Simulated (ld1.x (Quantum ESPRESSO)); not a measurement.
Ranking PAW potentials for titanium (Ti)

All share these settings but for the change named:

titanium (Ti), PAW, made with ld1.x (Quantum ESPRESSO) 7.5 (PW91, scalar-relativistic). Core [Ar], reference 3d2 4s2 4p0. Waves: 4s (bound): rcut 2.25, rcutus 2.65 bohr; 4s channel at 0.55 Ry: rcut 2.25, rcutus 2.65 bohr; 4p (bound, empty): rcut 3.40, rcutus 3.75 bohr; 4p channel at 0.3 Ry: rcut 3.40, rcutus 3.75 bohr; 3d (bound): rcut 1.20, rcutus 1.50 bohr; 3d channel at 0.05 Ry: rcut 1.20, rcutus 1.50 bohr. Local part: all-electron potential smoothed inside 3.20 bohr (lloc = -2). Core correction: Bessel-smoothed model core inside 1.40 bohr. Augmentation charge: BG, radius 1.15 bohr.

Cutoff: the first of the cutoffs (Ry, on a coarse ladder) from which the occupation-weighted sum of valence levels, in a spherical-Bessel basis at the reference potential, stays within 10 and 1 mRy of its value at 400 Ry; the density cutoff is not measured.

The base gives 40 Ry.

Of 5 variants that were run, those that failed, showed a ghost or another fault, or gave nearly equal values are left out.

(1) Rank these variants from softest to hardest (loose cutoff).
A. all radii but the core radius scaled by about 1.16 (s 3.06, p 4.34, d 1.74 bohr, rcut 2.60/3.94/1.38); local potential all-electron potential smoothed inside 3.70 bohr (lloc = -2); augmentation BG, radius 1.34 bohr
B. all radii but the core radius scaled by about 1.35 (s 3.58, p 5.08, d 2.04 bohr, rcut 3.04/4.60/1.62); local potential all-electron potential smoothed inside 4.34 bohr (lloc = -2); augmentation BG, radius 1.56 bohr
C. all radii but the core radius scaled by about 1.26 (s 3.34, p 4.74, d 1.90 bohr, rcut 2.84/4.30/1.52); local potential all-electron potential smoothed inside 4.04 bohr (lloc = -2); augmentation BG, radius 1.46 bohr

## Answers

(1) B (21 Ry), C (25 Ry), A (30 Ry).
